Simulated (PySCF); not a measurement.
# Reading the logs of faulty runs: H6N2Si2

These are calculations, not measurements. They come from PySCF 2.14.0, an open-source quantum chemistry program, on an isolated molecule that a program drew, which may never have been made. The molecule is H6N2Si2 (charge 0, singlet), drawn as the SMILES string `N[Si]N[SiH3]`.

Each row is a Hartree-Fock (HF) and frozen-core CCSD(T) single point in the cc-pV(D+d)Z basis, meant for a local HF minimum. Run 1 is clean. Each other run has one planted mistake out of seven kinds, and not every kind appears here: one electron removed, one electron added, multiplicity raised by two, geometry at a saddle point, minimal basis STO-3G, one bond length entered in bohr, all coordinates scaled. The reference is restricted for singlets and unrestricted otherwise, and also for a bond in bohr. Adding or removing an electron swaps singlet and doublet. Electrons count all cores. HOMO and LUMO are orbital energies over both spins, the gradient is its largest component, and the lowest frequency (negative if imaginary) is given only where the gradient is small. Bond lengths are over the 9 bonds as drawn. T1 is the CCSD diagnostic: over 0.02 (restricted) or 0.045 (unrestricted) a single reference is doubtful.

Geometry of the clean run:
```xyz
10
H6N2Si2, angstrom
N    -4.2675    0.0788    2.3331
Si   -2.7301    0.7670    2.6318
N    -2.3911    1.4856    1.0849
Si   -0.9795    2.3816    0.6086
H    -4.8040    0.1004    1.4851
H    -4.7474   -0.4227    3.0563
H    -3.0815    1.3856    0.3566
H    -0.0649    2.4463    1.7669
H    -0.2861    1.7328   -0.5302
H    -1.3309    3.7575    0.1819
```

| run | electrons | basis functions | <S^2> | HOMO (eV) | LUMO (eV) | gradient (hartree/bohr) | lowest frequency (cm^-1) | mean bond (Å) | longest bond (Å) | T1 | HF (hartree) | CCSD(T) (hartree) | mistake |
|---|---|---|---|---|---|---|---|---|---|---|---|---|---|
| 1 | 48 | 104 | 0.000 | -8.86 | 2.92 | 1.8e-05 | 97 | 1.4051 | 1.739 | 0.0138 | -690.32397 | -690.91774 | no fault |
| 2 | 48 | 104 | 0.779 | -9.36 | 1.55 | 2.2e-02 | - | 1.5048 | 1.906 | 0.0509 | -690.19250 | -690.78623 | one bond length entered in bohr |
| 3 | 49 | 104 | 0.776 | 1.34 | 8.30 | 6.8e-02 | - | 1.4051 | 1.739 | 0.0152 | -690.24506 | -690.84328 | one electron added |
| 4 | 48 | 34 | 0.000 | -6.08 | 8.26 | 2.8e-02 | - | 1.4051 | 1.739 | 0.0174 | -682.21020 | -682.42827 | ? |
| 5 | 47 | 104 | 0.756 | -15.75 | -6.62 | 9.3e-02 | - | 1.4051 | 1.739 | 0.0176 | -690.04111 | -690.60604 | ? |

**Which mistake was planted in run 4, and what did it cost?**

It has 34 basis functions where the clean run has 104, with the same electrons and geometry. So the mistake is: minimal basis STO-3G. Subtracting run 1 and multiplying by 627.51 kcal/mol a hartree, the energy moved by 5091.5 kcal/mol in HF and 5327.2 kcal/mol in CCSD(T).

**Which mistake was planted in run 5, and what did it cost?**

It counts 47 electrons, one fewer than the clean run, at the same geometry and basis. So the mistake is: one electron removed. Subtracting run 1 and multiplying by 627.51 kcal/mol a hartree, the energy moved by 177.5 kcal/mol in HF and 195.6 kcal/mol in CCSD(T).

Cautions from the logs. Run 2: T1 is over the limit, so its CCSD(T) energy is less reliable; run 3: the HOMO is above zero, so the electron isn't bound and the energy depends on the basis.
